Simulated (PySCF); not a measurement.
# Magnetisability: `FBr`, BrF

Molfile (atoms numbered from 1):
```
BrF
     RDKit          3D

  2  1  0  0  0  0  0  0  0  0999 V2000
   -0.8606    0.1580   -0.1391 F   0  0  0  0  0  0  0  0  0  0  0  0
    0.8633   -0.1567    0.1249 Br  0  0  0  0  0  0  0  0  0  0  0  0
  1  2  1  0
M  END
```

Computed, not measured: GIAO B3LYP/def2-SVP magnetisability, rotational g tensor and spin-rotation constants, non-relativistic, gas phase (PySCF). Geometry: PBE0-D3(BJ)/def2-SVP.

The calculation is non-relativistic, which matters for the atoms heavier than Zn.

Problem. How diamagnetic is it, and how anisotropic?

Solution. Isotropic -444 × 10⁻³⁰ J/T², or -26.7 × 10⁻⁶ cm³/mol; principal values -668, -332, -332 × 10⁻³⁰ J/T², anisotropy 336 × 10⁻³⁰ J/T² (root of half the summed squared differences of the principal values). The susceptibility is in cgs units.

Problem. Split it along the inertial axes a, b, c into diamagnetic and paramagnetic parts about the centre of mass, with the quadrupole moment.

Solution. 
| axis | χ (10⁻⁶ cm³/mol) | diamagnetic (10⁻⁶ cm³/mol) | paramagnetic (10⁻⁶ cm³/mol) | summed x² of all electrons (Å²) | quadrupole Θ (D Å) |
| --- | --- | --- | --- | --- | --- |
| a | -40.2 | -40.2 | 0.0 | 27.1 | +0.84 |
| b | -20.0 | -134.9 | 115.0 | 4.7 | -0.42 |
| c | -20.0 | -134.9 | 115.0 | 4.7 | -0.42 |

Anisotropies 2χaa − χbb − χcc = -40.5 and 2χbb − χaa − χcc = +20.2 × 10⁻⁶ cm³/mol. Θ is traceless in Buckingham's convention.

Problem. And the rotational g tensor?

Solution. 
```csv
axis,rotational constant (GHz),g,nuclear part,electronic part
b,10.5093,-0.0963,0.4713,-0.5676
c,10.5093,-0.0963,0.4713,-0.5676
```
Linear; isotopes 79Br, 19F; no vibrational averaging.
